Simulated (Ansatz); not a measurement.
`[SiH3][O][Mg][SH]` + H₂O → `[OH][Mg][O][SiH3]` + H₂S  (formal hydrolysis of a Mg–S bond)

Calculated with Ansatz (gas phase, PBE0-D4/def2-TZVP geometries, no zero-point term in ΔE). CCSD(T)/CBS adds triple-zeta CCSD(T) − MP2 to the extrapolated MP2 energy (def2 sets, frozen cores). This one scheme is used for every species. For Mg outer-core shells are correlated without core-valence functions, which leaves a few kJ/mol of doubt a bond. One conformer a species, not always the lowest.

`[SiH3][O][Mg][SH]`:

```xyz
8

Si   -0.495   -1.762    0.330
O     0.035   -0.285   -0.042
Mg    0.618    1.354   -0.451
S     1.385    3.430   -0.992
H    -0.379   -2.026    1.794
H    -1.928   -1.934   -0.047
H     0.289   -2.814   -0.382
H     0.474    4.038   -0.211
```

H₂O:

Cartesian coordinates in Å:
```
O 0.215 -0.185 0.266
H -0.124 -0.539 -0.559
H -0.091 0.724 0.292
```

`[OH][Mg][O][SiH3]`:

Cartesian coordinates in Å:
```
O 1.716 2.853 0.050
Mg 0.799 1.357 0.010
O -0.097 -0.191 0.011
Si -0.906 -1.585 0.010
H 2.026 3.734 -0.106
H -2.328 -1.390 0.419
H -0.913 -2.209 -1.347
H -0.298 -2.569 0.953
```

H₂S:

```xyz
3

S    -0.332   -0.051    0.520
H    -0.179    0.920   -0.392
H     0.511   -0.868   -0.128
```

| species | SCS-MP2/def2-TZVPP energy (Eh) |
| --- | --- |
| `[SiH3][O][Mg][SH]` | -964.20405 |
| H₂O | -76.32077 |
| `[OH][Mg][O][SiH3]` | -641.61823 |
| H₂S | -398.90298 |

**Question.** Work out ΔE.

**Answer.** ΔE = (-641.61823) + (-398.90298) − (-964.20405) − (-76.32077) = 0.00361 Eh = +9.5 kJ/mol. CCSD(T)/CBS gives +15.8 kJ/mol.

Largest T1 diagnostic among the species: 0.011.

From BLYP to BHLYP (50 % exact exchange), in def2-TZVPP and without D4, ΔE moves by +3.9 kJ/mol. Leaving LDA and LC-ωPBE aside and taking each functional with its dispersion term where it has one, the values, not all of them listed here, spread over 16.1 kJ/mol, from CAM-B3LYP-D4 to HSE06-D4.
